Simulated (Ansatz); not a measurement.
Relaxation of Hg₃ with RKS r2SCAN/def2-TZVP.

```sh
$ ansatz run in.yaml --threads 4 --pin off --events-out ev --progress --plain --max-ram 3916MiB
```

```yaml
crystal:
  periodic: [false, false, false]
  atoms:
    - {symbol: Hg, position_ang: [-0.593190, -0.406620, 1.664480]}
    - {symbol: Hg, position_ang: [-0.962500, -0.450070, -1.471840]}
    - {symbol: Hg, position_ang: [1.555700, 0.856690, -0.192630]}
basis:
  gaussian: {orbitals: def2-TZVP}
hamiltonian: {xc: r2scan}
scf: {lower_state_search: "off"}
output: {orbitals: {seedname: orbitals}}
relax: {f_tol: 0.02, max_steps: 100}
```

Run time 4.1 s (4 threads of Arm Neoverse V2 on a shared host).

Positions (Å) and forces (eV/Å) at steps 1, 2, 3 of 3:

```xyz
3
step=1 energy=-12537.8814 eV
Hg   -0.593   -0.407    1.664   -0.104   -0.068    0.220
Hg   -0.963   -0.450   -1.472   -0.149   -0.072   -0.186
Hg    1.556    0.857   -0.193    0.253    0.140   -0.034
3
step=2 energy=-12537.8980 eV
Hg   -0.604   -0.413    1.683   -0.075   -0.049    0.162
Hg   -0.976   -0.457   -1.487   -0.108   -0.052   -0.138
Hg    1.580    0.870   -0.196    0.183    0.101   -0.024
3
step=3 energy=-12537.9240 eV
Hg   -0.640   -0.437    1.757   -0.008   -0.005    0.016
Hg   -1.027   -0.481   -1.549   -0.012   -0.006   -0.014
Hg    1.667    0.918   -0.208    0.020    0.011   -0.003
```

In the def2 sets Hg takes a core potential; there is no spin–orbit coupling. The structure comes from a short search, and lower isomers may exist.
